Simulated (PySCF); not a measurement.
Species: C₇H₈.
Bonds: C1–C2, C2–C3 (double), C3–C4 (double), C4–C5 (double), C5–C6 (double), C6–C7. Hydrogens: H8, H9, H10 on C1; H11 on C2; H12 on C6; H13, H14, H15 on C7.

Theory: PySCF, PBE0-D3(BJ)/def2-SVP geometry optimisation, gas phase.

(1) Give the optimised bond lengths and angles.

## Answers

(1) 
```
                  bond  length (pm)   order
          C1–C2, C6–C7        149.7  single
          C2=C3, C5=C6        131.9  double
          C3=C4, C4=C5        128.3  double
C1–H8 and 5 like bonds        110.1  single
        C2–H11, C6–H12        109.9  single
```

Bonds in one row agree within 1 pm and their mean is given. Orders are formal, as drawn. A selection of angles:
```
    angle  degrees
 C2–C1–H8    111.6
 H8–C1–H9    108.5
 C1–C2–C3    125.1
C1–C2–H11    117.1
C3–C2–H11    117.7
 C2–C3–C4    179.5
 C3–C4–C5    179.6
```

The 6 C–C bonds span 1.283 Å (C3=C4, drawn double) to 1.497 Å (C6–C7, drawn single), a spread of 0.214 Å.

Point group: C2 (tolerance 0.08 Å). No PBE0-D3(BJ)/def2-SVP frequencies stand behind this structure, so it isn't proved a minimum.
